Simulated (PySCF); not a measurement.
## Radial density of Mg (magnesium, neutral)

UHF, [Ne] 3s1 3d1, 3s spin antiparallel (an excited configuration). Computed with PySCF 2.14 in aug-cc-pVTZ with one added diffuse shell each of s, p, d, f type (7s6p4d3f, 66 functions), with no relativity, point nucleus.

```tsv
r (bohr)	4πr²ρ (e/bohr)	4πr²(ρα − ρβ)
0.00188	0.04626	-0.0001
0.00316	0.1267	-0.0002
0.00531	0.3407	-0.0005
0.00893	0.8836	-0.0014
0.0150	2.162	-0.0034
0.0253	4.788	-0.0076
0.0425	8.998	-0.0136
0.0715	12.89	-0.0167
0.120	12.13	-0.0067
0.202	7.795	0.0023
0.340	9.018	-0.0375
0.572	10.83	-0.0472
0.962	4.827	-0.0021
1.62	0.7706	-0.2425
2.72	0.4093	-0.3820
4.58	0.1373	-0.0409
7.70	0.1229	0.1207
13.0	0.05832	0.0583
21.8	0.0001048	0.0001
```

The outer electron is Rydberg-like, and this basis confines it to a smaller radius and binds it less than a complete one would. With the s spin flipped the determinant is a mixture of two multiplicities, not a spectroscopic state.
